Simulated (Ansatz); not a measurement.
Harmonic vibrations of CH8AlB2N (`BC[N](B)[AlH2]`) by finite differences.

```yaml
crystal:
  periodic: [false, false, false]
  atoms:
    - {symbol: B, position_ang: [-1.405885, 0.234508, 1.376101]}
    - {symbol: C, position_ang: [0.047835, -0.195128, 1.052768]}
    - {symbol: N, position_ang: [0.459903, -0.199630, -0.348694]}
    - {symbol: B, position_ang: [1.079173, -1.311015, -0.926526]}
    - {symbol: Al, position_ang: [0.145701, 1.250465, -1.389621]}
    - {symbol: H, position_ang: [-1.758961, 0.286629, 2.517773]}
    - {symbol: H, position_ang: [-2.190785, 0.499006, 0.507584]}
    - {symbol: H, position_ang: [0.184916, -1.199828, 1.487490]}
    - {symbol: H, position_ang: [0.721383, 0.429125, 1.662771]}
    - {symbol: H, position_ang: [1.306158, -2.292766, -0.269847]}
    - {symbol: H, position_ang: [1.375797, -1.267175, -2.089682]}
    - {symbol: H, position_ang: [0.385175, 1.177615, -2.945609]}
    - {symbol: H, position_ang: [-0.330110, 2.553395, -0.619907]}
basis:
  gaussian: {orbitals: def2-TZVP}
hamiltonian: {xc: pbe0, dispersion: d4}
phonons: {temperatures: {t_min: 298.15, t_max: 900, t_step: 200}}
```

```sh
$ ansatz run in.yaml --threads 4 --pin off --events-out ev --progress --plain
```

Output, abridged:

```
Functional definition: PBE0
mean field -10600.25189091 eV, -389.5520718821 hartree, gradient 3.2e-5 eV, S^2 0.000000; 0 other end points of the search recorded, 0 dependent functions left out
mean field -10600.25174561 eV, -389.5520665424 hartree, gradient 1.6e-6 eV, S^2 0.000000; 0 other end points of the search recorded, 0 dependent functions left out
mean field -10600.25179797 eV, -389.5520684667 hartree, gradient 1.1e-6 eV, S^2 0.000000; 0 other end points of the search recorded, 0 dependent functions left out
mean field -10600.25184784 eV, -389.5520702992 hartree, gradient 2.0e-6 eV, S^2 0.000000; 0 other end points of the search recorded, 0 dependent functions left out
mean field -10600.25183919 eV, -389.5520699816 hartree, gradient 2.1e-6 eV, S^2 0.000000; 0 other end points of the search recorded, 0 dependent functions left out
mean field -10600.25178523 eV, -389.5520679986 hartree, gradient 2.4e-6 eV, S^2 0.000000; 0 other end points of the search recorded, 0 dependent functions left out
mean field -10600.25173361 eV, -389.5520661013 hartree, gradient 9.7e-7 eV, S^2 0.000000; 0 other end points of the search recorded, 0 dependent functions left out
mean field -10600.25175115 eV, -389.5520667461 hartree, gradient 2.1e-6 eV, S^2 0.000000; 0 other end points of the search recorded, 0 dependent functions left out
mean field -10600.25174723 eV, -389.5520666021 hartree, gradient 1.1e-6 eV, S^2 0.000000; 0 other end points of the search recorded, 0 dependent functions left out
mean field -10600.25174609 eV, -389.5520665600 hartree, gradient 2.2e-6 eV, S^2 0.000000; 0 other end points of the search recorded, 0 dependent functions left out
mean field -10600.25175153 eV, -389.5520667600 hartree, gradient 2.4e-6 eV, S^2 0.000000; 0 other end points of the search recorded, 0 dependent functions left out
mean field -10600.25176965 eV, -389.5520674261 hartree, gradient 2.1e-6 eV, S^2 0.000000; 0 other end points of the search recorded, 0 dependent functions left out
mean field -10600.25172725 eV, -389.5520658677 hartree, gradient 1.4e-6 eV, S^2 0.000000; 0 other end points of the search recorded, 0 dependent functions left out
mean field -10600.25184207 eV, -389.5520700874 hartree, gradient 1.4e-6 eV, S^2 0.000000; 0 other end points of the search recorded, 0 dependent functions left out
mean field -10600.25182497 eV, -389.5520694588 hartree, gradient 9.8e-7 eV, S^2 0.000000; 0 other end points of the search recorded, 0 dependent functions left out
mean field -10600.25174224 eV, -389.5520664185 hartree, gradient 2.1e-6 eV, S^2 0.000000; 0 other end points of the search recorded, 0 dependent functions left out
mean field -10600.25175708 eV, -389.5520669641 hartree, gradient 2.1e-6 eV, S^2 0.000000; 0 other end points of the search recorded, 0 dependent functions left out
mean field -10600.25175106 eV, -389.5520667429 hartree, gradient 2.1e-6 eV, S^2 0.000000; 0 other end points of the search recorded, 0 dependent functions left out
mean field -10600.25174446 eV, -389.5520665002 hartree, gradient 2.1e-6 eV, S^2 0.000000; 0 other end points of the search recorded, 0 dependent functions left out
mean field -10600.25185224 eV, -389.5520704609 hartree, gradient 1.1e-6 eV, S^2 0.000000; 0 other end points of the search recorded, 0 dependent functions left out
mean field -10600.25180866 eV, -389.5520688596 hartree, gradient 8.8e-7 eV, S^2 0.000000; 0 other end points of the search recorded, 0 dependent functions left out
mean field -10600.25172879 eV, -389.5520659243 hartree, gradient 1.4e-6 eV, S^2 0.000000; 0 other end points of the search recorded, 0 dependent functions left out
mean field -10600.25177398 eV, -389.5520675851 hartree, gradient 1.4e-6 eV, S^2 0.000000; 0 other end points of the search recorded, 0 dependent functions left out
mean field -10600.25173863 eV, -389.5520662858 hartree, gradient 9.7e-7 eV, S^2 0.000000; 0 other end points of the search recorded, 0 dependent functions left out
mean field -10600.25177334 eV, -389.5520675614 hartree, gradient 1.9e-6 eV, S^2 0.000000; 0 other end points of the search recorded, 0 dependent functions left out
mean field -10600.25187507 eV, -389.5520712999 hartree, gradient 1.5e-6 eV, S^2 0.000000; 0 other end points of the search recorded, 0 dependent functions left out
mean field -10600.25186530 eV, -389.5520709411 hartree, gradient 1.4e-6 eV, S^2 0.000000; 0 other end points of the search recorded, 0 dependent functions left out
mean field -10600.25183740 eV, -389.5520699159 hartree, gradient 1.3e-6 eV, S^2 0.000000; 0 other end points of the search recorded, 0 dependent functions left out
mean field -10600.25179461 eV, -389.5520683434 hartree, gradient 1.8e-6 eV, S^2 0.000000; 0 other end points of the search recorded, 0 dependent functions left out
mean field -10600.25177770 eV, -389.5520677216 hartree, gradient 1.3e-6 eV, S^2 0.000000; 0 other end points of the search recorded, 0 dependent functions left out
mean field -10600.25183917 eV, -389.5520699808 hartree, gradient 1.5e-6 eV, S^2 0.000000; 0 other end points of the search recorded, 0 dependent functions left out
mean field -10600.25186870 eV, -389.5520710660 hartree, gradient 1.7e-6 eV, S^2 0.000000; 0 other end points of the search recorded, 0 dependent functions left out
mean field -10600.25188202 eV, -389.5520715555 hartree, gradient 1.8e-6 eV, S^2 0.000000; 0 other end points of the search recorded, 0 dependent functions left out
mean field -10600.25188453 eV, -389.5520716475 hartree, gradient 1.6e-6 eV, S^2 0.000000; 0 other end points of the search recorded, 0 dependent functions left out
[...]
mean field -10600.25180742 eV, -389.5520688141 hartree, gradient 2.3e-6 eV, S^2 0.000000; 0 other end points of the search recorded, 0 dependent functions left out
mean field -10600.25186667 eV, -389.5520709913 hartree, gradient 1.5e-6 eV, S^2 0.000000; 0 other end points of the search recorded, 0 dependent functions left out
mean field -10600.25185962 eV, -389.5520707323 hartree, gradient 9.6e-7 eV, S^2 0.000000; 0 other end points of the search recorded, 0 dependent functions left out
mean field -10600.25184433 eV, -389.5520701703 hartree, gradient 1.7e-6 eV, S^2 0.000000; 0 other end points of the search recorded, 0 dependent functions left out
mean field -10600.25184625 eV, -389.5520702408 hartree, gradient 1.4e-6 eV, S^2 0.000000; 0 other end points of the search recorded, 0 dependent functions left out
mean field -10600.25185025 eV, -389.5520703880 hartree, gradient 2.2e-6 eV, S^2 0.000000; 0 other end points of the search recorded, 0 dependent functions left out
mean field -10600.25185422 eV, -389.5520705337 hartree, gradient 1.9e-6 eV, S^2 0.000000; 0 other end points of the search recorded, 0 dependent functions left out
mean field -10600.25185549 eV, -389.5520705805 hartree, gradient 1.8e-6 eV, S^2 0.000000; 0 other end points of the search recorded, 0 dependent functions left out
mean field -10600.25184743 eV, -389.5520702843 hartree, gradient 1.5e-6 eV, S^2 0.000000; 0 other end points of the search recorded, 0 dependent functions left out
mean field -10600.25188697 eV, -389.5520717375 hartree, gradient 2.0e-6 eV, S^2 0.000000; 0 other end points of the search recorded, 0 dependent functions left out
mean field -10600.25187741 eV, -389.5520713860 hartree, gradient 2.5e-6 eV, S^2 0.000000; 0 other end points of the search recorded, 0 dependent functions left out
mean field -10600.25183216 eV, -389.5520697231 hartree, gradient 1.9e-6 eV, S^2 0.000000; 0 other end points of the search recorded, 0 dependent functions left out
mean field -10600.25184951 eV, -389.5520703609 hartree, gradient 2.2e-6 eV, S^2 0.000000; 0 other end points of the search recorded, 0 dependent functions left out
mean field -10600.25185904 eV, -389.5520707111 hartree, gradient 1.1e-6 eV, S^2 0.000000; 0 other end points of the search recorded, 0 dependent functions left out
mean field -10600.25186586 eV, -389.5520709616 hartree, gradient 1.1e-6 eV, S^2 0.000000; 0 other end points of the search recorded, 0 dependent functions left out
mean field -10600.25188414 eV, -389.5520716335 hartree, gradient 2.0e-6 eV, S^2 0.000000; 0 other end points of the search recorded, 0 dependent functions left out
mean field -10600.25187635 eV, -389.5520713470 hartree, gradient 2.6e-6 eV, S^2 0.000000; 0 other end points of the search recorded, 0 dependent functions left out
mean field -10600.25187332 eV, -389.5520712358 hartree, gradient 1.9e-6 eV, S^2 0.000000; 0 other end points of the search recorded, 0 dependent functions left out
mean field -10600.25188617 eV, -389.5520717081 hartree, gradient 1.8e-6 eV, S^2 0.000000; 0 other end points of the search recorded, 0 dependent functions left out
mean field -10600.25181914 eV, -389.5520692445 hartree, gradient 1.9e-6 eV, S^2 0.000000; 0 other end points of the search recorded, 0 dependent functions left out
mean field -10600.25182829 eV, -389.5520695810 hartree, gradient 2.5e-6 eV, S^2 0.000000; 0 other end points of the search recorded, 0 dependent functions left out
mean field -10600.25188828 eV, -389.5520717854 hartree, gradient 2.0e-6 eV, S^2 0.000000; 0 other end points of the search recorded, 0 dependent functions left out
mean field -10600.25188734 eV, -389.5520717510 hartree, gradient 2.0e-6 eV, S^2 0.000000; 0 other end points of the search recorded, 0 dependent functions left out
mean field -10600.25189369 eV, -389.5520719842 hartree, gradient 2.1e-6 eV, S^2 0.000000; 0 other end points of the search recorded, 0 dependent functions left out
mean field -10600.25187913 eV, -389.5520714493 hartree, gradient 2.4e-6 eV, S^2 0.000000; 0 other end points of the search recorded, 0 dependent functions left out
mean field -10600.25183476 eV, -389.5520698187 hartree, gradient 1.8e-6 eV, S^2 0.000000; 0 other end points of the search recorded, 0 dependent functions left out
mean field -10600.25186262 eV, -389.5520708424 hartree, gradient 2.1e-6 eV, S^2 0.000000; 0 other end points of the search recorded, 0 dependent functions left out
mean field -10600.25188424 eV, -389.5520716370 hartree, gradient 1.6e-6 eV, S^2 0.000000; 0 other end points of the search recorded, 0 dependent functions left out
mean field -10600.25188613 eV, -389.5520717066 hartree, gradient 1.6e-6 eV, S^2 0.000000; 0 other end points of the search recorded, 0 dependent functions left out
mean field -10600.25187920 eV, -389.5520714519 hartree, gradient 1.9e-6 eV, S^2 0.000000; 0 other end points of the search recorded, 0 dependent functions left out
mean field -10600.25184370 eV, -389.5520701472 hartree, gradient 1.1e-6 eV, S^2 0.000000; 0 other end points of the search recorded, 0 dependent functions left out
mean field -10600.25187309 eV, -389.5520712271 hartree, gradient 1.4e-6 eV, S^2 0.000000; 0 other end points of the search recorded, 0 dependent functions left out
mean field -10600.25188233 eV, -389.5520715670 hartree, gradient 1.7e-6 eV, S^2 0.000000; 0 other end points of the search recorded, 0 dependent functions left out
Total energy: -10600.48188739 eV, -389.5605240970 hartree
Atom 0 at    -1.405885     0.234508     1.376101 Å, force     0.000105     0.000262    -0.000195 eV/Å
Atom 1 at     0.047835    -0.195128     1.052768 Å, force     0.000523    -0.000376     0.000770 eV/Å
Atom 2 at     0.459903    -0.199630    -0.348694 Å, force    -0.001184     0.002352     0.001155 eV/Å
Atom 3 at     1.079173    -1.311015    -0.926526 Å, force     0.001349    -0.000794    -0.000835 eV/Å
Atom 4 at     0.145701     1.250465    -1.389621 Å, force     0.000500    -0.001483    -0.000650 eV/Å
Atom 5 at    -1.758961     0.286629     2.517773 Å, force    -0.000082    -0.000518     0.000709 eV/Å
Atom 6 at    -2.190785     0.499006     0.507584 Å, force    -0.000051    -0.000115     0.000323 eV/Å
Atom 7 at     0.184916    -1.199828     1.487490 Å, force    -0.000550     0.001258    -0.000240 eV/Å
Atom 8 at     0.721383     0.429125     1.662771 Å, force    -0.000585    -0.000858    -0.000809 eV/Å
Atom 9 at     1.306158    -2.292766    -0.269847 Å, force    -0.000229     0.000262    -0.000250 eV/Å
Atom 10 at     1.375797    -1.267175    -2.089682 Å, force    -0.000015    -0.000314    -0.000036 eV/Å
Atom 11 at     0.385175     1.177615    -2.945609 Å, force     0.000141     0.000122    -0.000143 eV/Å
Atom 12 at    -0.330110     2.553395    -0.619907 Å, force     0.000079     0.000205     0.000201 eV/Å
Dipole moment:    -0.042948     0.131988     0.214426 e Å
Vibrations: 73.02 116.75 150.34 222.42 265.57 302.33 392.29 502.07 534.43 554.61 613.28 633.82 775.81 793.28 940.74 990.96 1004.87 1043.06 1122.38 1214.46 1223.48 1236.60 1313.86 1399.00 1407.46 1923.30 1967.14 2538.22 2567.98 2615.74 2656.58 2979.03 3002.75 cm⁻¹, zero-point energy 2.422506 eV
```

Run time 3 min (4 threads of a server CPU on a shared host); peak host memory 0.56 GiB.
